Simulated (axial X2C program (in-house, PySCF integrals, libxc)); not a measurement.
Bond lengths and stretching modes, held linear, of ZrCO

Computed with an in-house all-electron X2C program for linear molecules (integrals from PySCF): two-component X2C with atomic mean-field Coulomb and Gaunt terms, Gaussian nuclei, basis Zr dyall-v3z, C dyall-v3z, O dyall-av3z with contracted cores. Spin-free rows use the one-electron spin-free X2C Hamiltonian.

Masses Zr 89.905, C 12.000, O 15.995 u. States: 2c Ω = 4 (beyond evenly filled blocks: ω = 3/2, ω = 5/2); spin-free M_S = 2, Λ = 2 (beyond evenly filled blocks: σα, π+α, π-α, δ+α).

TPSSh, spin-free: energies above the lowest point

| r(Zr–C) (Å) | r(C–O) (Å) | E (meV) |
| --- | --- | --- |
| 2.0524 | 1.1290 | 109.14 |
| 2.0524 | 1.1580 | 35.65 |
| 2.0524 | 1.1869 | 45.20 |
| 2.1050 | 1.1290 | 65.16 |
| 2.1050 | 1.1580 | 0.00 |
| 2.1050 | 1.1869 | 17.56 |
| 2.1050 | 1.2159 | 102.53 |
| 2.1576 | 1.1290 | 61.00 |
| 2.1576 | 1.1580 | 3.59 |
| 2.1576 | 1.1869 | 28.58 |
| 2.2103 | 1.1580 | 38.12 |
| 2.2103 | 1.2159 | 168.84 |

Fit a quadratic surface with cubic terms in each bond: where is the minimum, and what are the two stretching wavenumbers?

At TPSSh, spin-free: bonds 2.123 and 1.165 Å; harmonic stretches 406.3 and 1917.8 cm⁻¹; force constants 2.09, 15.1 and coupling 0.78 mdyn/Å.

The other levels and Hamiltonians give:

```
Hamiltonian  level  r(Zr–C) (Å)  r(C–O) (Å)  lower stretch (cm⁻¹)  upper stretch (cm⁻¹)
         2c   PBE0        2.109       1.157                 411.7                1971.4
         2c  TPSSh        2.123       1.165                 406.2                1918.4
  spin-free   PBE0        2.110       1.157                 411.8                1970.7
```

Each state is one determinant, the lowest of a limited PBE0 search; the stretches come from a fit to these few points and carry an uncertainty of a few per cent. Other orders of the atoms were not compared. Left out for rough or failed fits: HF 2c, MP2 2c, HF spin-free, MP2 spin-free. The molecule was held linear; bending was not examined, so a bent shape may lie lower. Open-shell Ω = 0 determinants with evenly filled partner blocks cannot be reached by this program, so the Ω shown need not be the lowest component. Note: functional without a current term on a determinant with orbital currents, of the molecule or an atom. Note: several unpaired electrons, one determinant need not be a pure state.
